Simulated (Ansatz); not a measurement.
Basis-set extrapolation for CH5ClOSSi, SMILES `CO[SiH](S)Cl` (PBE0-D4/def2-TZVP geometry, frozen core, Ansatz 0.2.0). Multiplicity 1, RHF reference.

|  | def2-TZVPP | def2-QZVPP |
| --- | --- | --- |
| HF | -1261.819711 | -1261.858693 |
| MP2 correlation | -0.894501 | -0.970585 |
| CCSD(T) correlation | -0.988836 | not run |

Energies in hartree. Use E(X) = E(∞) + A·exp(−7.88·√X) for Hartree–Fock and E(X) = E(∞) + B·X^(−2.97) for correlation, with X = 3 and 4, and add CCSD(T) minus MP2 of the smaller set to the MP2 limit.

What is the CCSD(T) energy at the basis-set limit?

HF limit: -1261.858693 + (-0.038982) × 0.13774 = -1261.86406. MP2 limit: -0.970585 + (-0.076084) × 0.74074 = -1.02694. Higher-order term: -0.988836 − (-0.894501) = -0.09434. Total: -1262.98534 hartree, 464.2 kJ/mol below CCSD(T)/def2-TZVPP.
